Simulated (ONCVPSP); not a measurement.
## lead (Pb): excitation energies, all-electron against ONCV

ONCVPSP 4.0.1 input, shortened (lines: element, Z, core and valence counts, functional; n l f; lmax; l rc ep ncon nbas qcut; lloc lpopt rc5 dvloc0; l nproj debl; icmod fcfact rcfact), Wu-Cohen, scalar-relativistic:

```
  Pb 82.00   10    5  -118130      upf
    1    0    2.00
    2    0    2.00
    2    1    6.00
    3    0    2.00
    3    1    6.00
    3    2   10.00
    4    0    2.00
    4    1    6.00
    4    2   10.00
    4    3   14.00
    5    0    2.00
    5    1    6.00
    5    2   10.00
    6    0    2.00
    6    1    0.50
    2
    0    1.55    0.00    5   10    8.00
    1    1.85    0.00    3    6    8.70
    2    1.75    0.00    4    9    8.10
    4    5    1.30    4.00
    0    2    2.80
    1    2    2.90
    2    1    3.10
    0    0.00    0.00
```

Energies are relative to the spin-unpolarised reference configuration 5s2 5p6 5d10 6s2 6p0.5; without spin polarisation the order of configurations can differ from experiment.

Problem. Give the all-electron excitation energy and the error of the potential for: 5s2 5p6 5d10 6s2 6p2; 5s2 5p6 5d10 6s2 6p1; 5s2 5p6 5d10 6s2 6p0; 5s2 5p6 5d9 6s2 6p3.

Solution.

```tsv
valence configuration	charge	ΔE all-electron (eV)	error AE − PS (meV)
5s2 5p6 5d10 6s2 6p2	0	-12.406	+5.6
5s2 5p6 5d10 6s2 6p1	+1	-5.813	+2.7
5s2 5p6 5d10 6s2 6p0	+2	7.635	-3.8
5s2 5p6 5d9 6s2 6p3	0	6.846	+3.0
```

Levels in the configuration 5s2 5p6 5d9 6s2 6p3:

| level | all-electron (eV) | pseudo (eV) |
| --- | --- | --- |
| 5s | -149.725 | -149.648 |
| 5p | -91.042 | -91.022 |
| 5d | -25.462 | -25.457 |
| 6s | -14.106 | -14.101 |
| 6p | -4.565 | -4.565 |
